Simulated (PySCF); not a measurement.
Electronic absorption of WS2F2

WS2F2 (singlet state).
SMILES: `[F][W]([F])(=[S])=[S]`

The calculation used TDDFT B3LYP/def2-SVPD, vertical, gas phase, core orbitals frozen in the response, def2 core potentials past Kr (PySCF). Isolated species at its PBE0-D3(BJ)/def2-SVP geometry, gas phase. Spin–orbit coupling is left out.

Question: Predict the UV-vis stick spectrum at this level.

Answer: 

```json
{"state": "S1", "E (eV)": "2.99", "ν̃ (cm⁻¹)": "24150", "f": "0.0008", "symmetry": "–", "main configurations (H = HOMO, L = LUMO)": "H→L+1 (98%)"}
{"state": "S2", "E (eV)": "3.16", "ν̃ (cm⁻¹)": "25460", "f": "0.019", "symmetry": "B1 or B2", "main configurations (H = HOMO, L = LUMO)": "H→L (88%)"}
{"state": "S3", "E (eV)": "3.81", "ν̃ (cm⁻¹)": "30710", "f": "0.0028", "symmetry": "B1 or B2", "main configurations (H = HOMO, L = LUMO)": "H-1→L (98%)"}
{"state": "S4", "E (eV)": "3.98", "ν̃ (cm⁻¹)": "32090", "f": "0.0000", "symmetry": "–", "main configurations (H = HOMO, L = LUMO)": "H-2→L (96%)"}
{"state": "S5", "E (eV)": "4.25", "ν̃ (cm⁻¹)": "34260", "f": "0.0064", "symmetry": "B1 or B2", "main configurations (H = HOMO, L = LUMO)": "H-1→L+1 (56%), H→L+4 (42%)"}
{"state": "S6", "E (eV)": "4.25", "ν̃ (cm⁻¹)": "34270", "f": "0.0000", "symmetry": "–", "main configurations (H = HOMO, L = LUMO)": "H→L+2 (96%)"}
{"state": "S7", "E (eV)": "4.39", "ν̃ (cm⁻¹)": "35420", "f": "0.0002", "symmetry": "–", "main configurations (H = HOMO, L = LUMO)": "H→L+3 (66%), H-2→L+1 (30%)"}
{"state": "S8", "E (eV)": "4.64", "ν̃ (cm⁻¹)": "37450", "f": "0.0078", "symmetry": "A1", "main configurations (H = HOMO, L = LUMO)": "H-2→L+1 (37%), H-3→L (31%), H→L+3 (30%)"}
{"state": "S9", "E (eV)": "4.86", "ν̃ (cm⁻¹)": "39210", "f": "0.0000", "symmetry": "–", "main configurations (H = HOMO, L = LUMO)": "H-3→L+1 (96%)"}
{"state": "S10", "E (eV)": "4.87", "ν̃ (cm⁻¹)": "39270", "f": "0.060", "symmetry": "B1 or B2", "main configurations (H = HOMO, L = LUMO)": "H→L+4 (45%), H-1→L+1 (22%), H-2→L+2 (14%)"}
```

Triplets, Tamm–Dancoff:

```csv
state,E (eV),λ (nm),"main configurations (H = HOMO, L = LUMO)"
T1,2.48,499.6,H→L (97%)
T2,2.74,452.5,H→L+1 (98%)
T3,3.43,361.7,H-2→L+1 (85%)
T4,3.49,355.5,H-1→L+1 (93%)
```

The lowest singlet comes at 414 nm (289 kJ/mol) in the visible; it is very weak; its leading configuration is HOMO→LUMO+1 (98%). The most intense listed level is S10 at 4.87 eV (255 nm, f = 0.060), 1.88 eV above S1. It is the last of those listed, so stronger ones may follow. S5/S6 and S9/S10 lie within about 0.01 eV of each other in each set. For S1 the Löwdin share of tungsten is 7% in HOMO and 52% in LUMO+1 (ligand-to-metal charge transfer by this measure). Weighted by f, the mean energy of these states is 4.42 eV. Of the 10 states listed, 2 reach f = 0.01 and 4 stay under 0.0005. 2 computed singlets (S1 to S2) lie in the visible range (380 to 750 nm), the largest f among them at 393 nm, f = 0.019; light of that wavelength is violet, and its complementary colour is yellow-green; a Tamm–Dancoff triplet lies at 500 nm, without intensity as long as spin–orbit coupling is left out. All these states lie below the vertical ionisation energy of 9.84 eV (ΔSCF). Symmetry labels in C2v follow from the direction of the transition dipole and are given only for states with f of 0.002 or more; B1 and B2 swap with the choice of axes. The window holds the lowest 10 singlets.

The run took 71 s wall on an x86-64 server with one thread, no GPU, on a shared host.
